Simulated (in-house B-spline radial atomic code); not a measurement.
Values are calculated unless marked as measured or tabulated.
**Softness against transferability: the 4p channel of Mo**

Mo, [Kr] 4d5 5s1, non-relativistic LDA (VWN5), spherical and spin-unpolarised, from a B-spline radial code for spherical atoms (atomic units). The all-electron 4p level is ε = -1.390049 hartree, its outermost node lies just inside 0.54 bohr and its outer maximum at 1.08 bohr.

Troullier-Martins pseudo-orbitals are made for several radii. The cutoffs (hartree) are the plane-wave energies beyond which the orbital holds less than the named kinetic energy per electron. The phase error is the difference, pseudo minus all-electron, of arctan(R P'/P) at R = 1.81 bohr for all radii, half a hartree below and above the level.

```csv
r_c (bohr),V_l(0) (hartree),cutoff for 10 mEh,for 1 mEh,for 0.1 mEh,phase error at ε − 0.5 (mrad),at ε + 0.5 (mrad)
0.81,-59.94,140,220,341,-6.7,-2.5
0.94,-16.94,52.4,99.7,173,-3.0,-1.0
1.08,-1.95,21.3,45.3,66.4,-2.0,-0.6
1.22,-0.73,22,33.9,60.5,-1.9,-0.6
1.36,-2.18,19.5,28.6,53.3,-2.6,-0.8
1.51,-3.59,14.6,23.9,43.8,-4.7,-1.4
```

(1) Which radius needs the lowest cutoff for 0.1 mEh while both phase errors stay within 3.1 mrad?

(2) What does the larger radius buy, and what does it cost?

Results:

(1) The radii within that limit are 0.94, 1.08, 1.22, 1.36 bohr; of these r_c = 1.36 needs the least, 53.3 hartree, that is 107 Ry or 1450 eV.

(2) From r_c = 0.81 to 1.51 bohr the cutoff for 1 mEh goes from 220 to 23.9 hartree, a factor of 9.21, against 3.48 for a pure 1/r_c² scaling, end to end; step by step it is 220, 99.7, 45.3, 33.9, 28.6, 23.9, and for 0.1 mEh 341, 173, 66.4, 60.5, 53.3, 43.8; the number of plane waves goes as the cutoff to the power 3/2, here a factor of 27.9. The larger of the two phase errors is least at r_c = 1.22 bohr, 1.9 mrad; it is 6.7 at the smallest radius and 4.7 at the largest. These errors test the reference atom alone. The smallest radius lies well inside the outer maximum, where the nodeless form must bend sharply to keep the norm, so it is both harder and scatters less well than the next. Large radii also let the cores of neighbours overlap, which an atom doesn't show.
